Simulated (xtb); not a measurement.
Cl$_{4}$OW, triplet, at a GFN2-xTB geometry (such geometries of metal compounds can be far from the true shape) (the multiplicity is a formal guess), atoms displaced at random by about 0.02 Å a coordinate; GFN1-xTB in xtb.

xtb was given this input:
```
$ xtb mol.xyz --gfn 1 --uhf 2 --opt sloppy --json

# file mol.xyz
6

W      0.27831270    -0.07750766    -0.16947132
O      1.64948016    -0.51632268    -0.88504557
Cl     0.33868888    -0.48894590     2.14053731
Cl    -1.33556855     0.79726610    -1.62193896
Cl    -1.24293036    -1.81014737    -0.02805711
Cl     0.26217289     2.14848015     0.54620799
```

It wrote (shortened):

```
   ID    Z sym.   atoms
    1   74 W      1
    2    8 O      2
    3   17 Cl     3-6

           -------------------------------------------------
          |                Calculation Setup                |
           -------------------------------------------------

           -------------------------------------------------
          |                 G F N 1 - x T B                 |
           -------------------------------------------------

          ...................................................
          :                      SETUP                      :
          :.................................................:
          :  # basis functions                  54          :
          :  # atomic orbitals                  49          :
          :  # shells                           17          :
          :  # electrons                        40          :
          :  # halogen bonds                     4          :
          :  max. iterations                   250          :
          :  Hamiltonian                  GFN1-xTB          :
          :  restarted?                      false          :
          :  GBSA solvation                  false          :
          :  PC potential                    false          :
          :  electronic temp.          300.0000000     K    :
          :  accuracy                    1.0000000          :
          :  -> integral cutoff          0.2500000E+02      :
          :  -> integral neglect         0.1000000E-07      :
          :  -> SCF convergence          0.1000000E-05 Eh   :
          :  -> wf. convergence          0.2000000E-04 e    :
          :  Broyden damping             0.4000000          :
          :  net charge                          0          :
          :  unpaired electrons                  2          :
          ...................................................

 iter      E             dE          RMSdq      gap      omega  full diag
   1    -24.1788620 -0.241789E+02  0.751E+00    3.09       0.0  T
   2    -24.1847298 -0.586781E-02  0.436E+00    3.23       1.0  T
   3    -24.1721353  0.125944E-01  0.231E+00    3.16       1.0  T
   4    -24.1851896 -0.130543E-01  0.856E-01    3.20       1.0  T
   5    -24.1867504 -0.156078E-02  0.422E-01    3.23       1.0  T
   6    -24.1873146 -0.564138E-03  0.967E-02    3.21       1.0  T
   7    -24.1873469 -0.323087E-04  0.262E-02    3.20       1.6  T
   8    -24.1873493 -0.244041E-05  0.132E-02    3.21       3.1  T
   9    -24.1873495 -0.229244E-06  0.782E-03    3.21       5.2  T
  10    -24.1873498 -0.228734E-06  0.912E-04    3.21      44.8  T
  11    -24.1873498 -0.278374E-08  0.245E-04    3.21     166.5  T
  12    -24.1873498 -0.210964E-09  0.206E-05    3.21    1985.5  T
  13    -24.1873498 -0.174083E-11  0.118E-06    3.21   34666.3  T

   *** convergence criteria satisfied after 13 iterations ***

 transition dipole moment (au) for excitation:          20          21
     X       Y       Z
  -0.0109  -0.0089   0.0046  total (au/Debye):    0.015   0.038
 dE (eV)             :    3.008
 oscillator strength :  0.22728E-04

         :::::::::::::::::::::::::::::::::::::::::::::::::::::
         ::                     SUMMARY                     ::
         :::::::::::::::::::::::::::::::::::::::::::::::::::::
         :: total energy             -24.099384909354 Eh    ::
         :: gradient norm              0.196105692503 Eh/a0 ::
         :: HOMO-LUMO gap              3.205514994350 eV    ::
         ::.................................................::
         :: SCC energy               -24.187349767879 Eh    ::
         :: -> electrostatic           0.094814524338 Eh    ::
         :: repulsion energy           0.092268123706 Eh    ::
         :: dispersion energy         -0.004303265182 Eh    ::
         :: halogen bond corr.         0.000000000000 Eh    ::
         :: add. restraining           0.000000000000 Eh    ::
         :: total charge               0.000000000000 e     ::
         :::::::::::::::::::::::::::::::::::::::::::::::::::::

      -----------------------------------------------------------
     |                   =====================                   |
     |                        A N C O P T                        |
     |                   =====================                   |
     |               Approximate Normal Coordinate               |
     |                Rational Function Optimizer                |
      -----------------------------------------------------------
      -----------------------------------------------------------
     |                   =====================                   |
     |                        A N C O P T                        |
     |                   =====================                   |
     |               Approximate Normal Coordinate               |
     |                Rational Function Optimizer                |
      -----------------------------------------------------------

          ...................................................
          :                      SETUP                      :
          :.................................................:
          :   optimization level            sloppy          :
          :   max. optcycles                   200          :
          :   ANC micro-cycles                  20          :
          :   degrees of freedom                12          :
          :.................................................:
          :   RF solver                   davidson          :
          :   write xtbopt.log                true          :
          :   linear?                        false          :
          :   energy convergence         0.1000000E-03 Eh   :
          :   grad. convergence          0.6000000E-02 Eh/α :
          :   maxmium RF displ.          1.0000000          :
          :   Hlow (freq-cutoff)         0.1000000E-01      :
          :   Hmax (freq-cutoff)         5.0000000          :
[...]
 * total energy  :   -24.0993849 Eh     change        0.6394885E-13 Eh
 * total energy  :   -24.1096045 Eh     change       -0.1021962E-01 Eh
 * total energy  :   -24.1095160 Eh     change        0.8849927E-04 Eh
 * total energy  :   -24.1100485 Eh     change       -0.5325045E-03 Eh
 * total energy  :   -24.1100450 Eh     change        0.3498634E-05 Eh
 * total energy  :   -24.1100704 Eh     change       -0.2532818E-04 Eh
   *** GEOMETRY OPTIMIZATION CONVERGED AFTER 6 ITERATIONS ***
[...]
          :  Broyden damping             0.4000000          :
          :  net charge                          0          :
          :  unpaired electrons                  2          :
          ...................................................

 iter      E             dE          RMSdq      gap      omega  full diag
   1    -24.1663832 -0.241664E+02  0.354E-07    2.45       0.0  T
   2    -24.1663832  0.426326E-13  0.810E-07    2.45   50403.3  T
   3    -24.1663832 -0.994760E-13  0.191E-07    2.45  100000.0  T

   *** convergence criteria satisfied after 3 iterations ***

 transition dipole moment (au) for excitation:          20          21
     X       Y       Z
   0.0034   0.0056   0.0049  total (au/Debye):    0.008   0.021
 dE (eV)             :    3.176
 oscillator strength :  0.73300E-05

         :::::::::::::::::::::::::::::::::::::::::::::::::::::
         ::                     SUMMARY                     ::
         :::::::::::::::::::::::::::::::::::::::::::::::::::::
         :: total energy             -24.110070363813 Eh    ::
         :: gradient norm              0.002035107817 Eh/a0 ::
         :: HOMO-LUMO gap              2.445487392180 eV    ::
         ::.................................................::
         :: SCC energy               -24.166383169177 Eh    ::
         :: -> electrostatic           0.096463879868 Eh    ::
         :: repulsion energy           0.060587539352 Eh    ::
         :: dispersion energy         -0.004274733988 Eh    ::
         :: halogen bond corr.         0.000000000000 Eh    ::
         :: add. restraining           0.000000000000 Eh    ::
         :: total charge               0.000000000203 e     ::
         :::::::::::::::::::::::::::::::::::::::::::::::::::::

           -------------------------------------------------
          |                Property Printout                |
           -------------------------------------------------

    * Orbital Energies and Occupations

         #    Occupation            Energy/Eh            Energy/eV
      -------------------------------------------------------------
         1        2.0000           -0.9649602             -26.2579
       ...           ...                  ...                  ...
         9        2.0000           -0.5481132             -14.9149
        10        2.0000           -0.5411418             -14.7252
        11        2.0000           -0.5321201             -14.4797
        12        2.0000           -0.5317691             -14.4702
        13        2.0000           -0.5287854             -14.3890
        14        2.0000           -0.5223567             -14.2140
        15        2.0000           -0.5065794             -13.7847
        16        2.0000           -0.5052144             -13.7476
        17        1.9999           -0.4974015             -13.5350
        18        1.9999           -0.4965964             -13.5131
        19        1.9274           -0.4906298             -13.3507
        20        1.0728           -0.4857916             -13.2191
        21        1.0000           -0.3690649             -10.0428 (HOMO)
        22                         -0.2791949              -7.5973 (LUMO)
        23                         -0.2769838              -7.5371
        24                         -0.2367131              -6.4413
        25                         -0.2315503              -6.3008
        26                         -0.0895539              -2.4369
        27                         -0.0879920              -2.3944
        28                         -0.0864050              -2.3512
        29                         -0.0858584              -2.3363
        30                         -0.0848192              -2.3080
        31                         -0.0841142              -2.2889
        32                         -0.0834830              -2.2717
       ...                                ...                  ...
        49                          0.6803183              18.5124
      -------------------------------------------------------------
                  HL-Gap            0.0898700 Eh            2.4455 eV
             Fermi-level           -0.4061696 Eh          -11.0524 eV

  Mulliken/CM5 charges         n(s)   n(p)   n(d)
     1W     1.36938  1.88765   0.364  0.870  3.397
     2O    -0.58883 -0.83747   1.740  4.849  0.000
     3Cl   -0.20637 -0.27446   1.890  5.321 -0.005
     4Cl   -0.18395 -0.25084   1.892  5.296 -0.004
     5Cl   -0.20610 -0.27328   1.890  5.321 -0.005
     6Cl   -0.18412 -0.25161   1.892  5.296 -0.004

Wiberg/Mayer (AO) data.
largest (>0.10) Wiberg bond orders for each atom

 ---------------------------------------------------------------------------
     #   Z sym  total        # sym  WBO       # sym  WBO       # sym  WBO
 ---------------------------------------------------------------------------
     1  74 W    5.560 --     2 O    2.097     3 Cl   0.881     5 Cl   0.876
                             6 Cl   0.855     4 Cl   0.851
     2   8 O    2.268 --     1 W    2.097
     3  17 Cl   1.230 --     1 W    0.881     4 Cl   0.152
     4  17 Cl   1.237 --     1 W    0.851     3 Cl   0.152     6 Cl   0.116
     5  17 Cl   1.228 --     1 W    0.876     6 Cl   0.152
     6  17 Cl   1.240 --     1 W    0.855     5 Cl   0.152     4 Cl   0.116
 ---------------------------------------------------------------------------

Topologies differ in total number of bonds
Writing topology from bond orders to xtbtopo.mol

 dipole moment from electron density (au)
     X       Y       Z
  -0.9369   0.3969   0.4459  total (Debye):    2.824

optimized geometry written to: xtbopt.xyz

           -------------------------------------------------
          | TOTAL ENERGY              -24.110070363813 Eh   |
          | GRADIENT NORM               0.002035107817 Eh/α |
          | HOMO-LUMO GAP               2.445487392180 eV   |
           -------------------------------------------------

normal termination of xtb
```
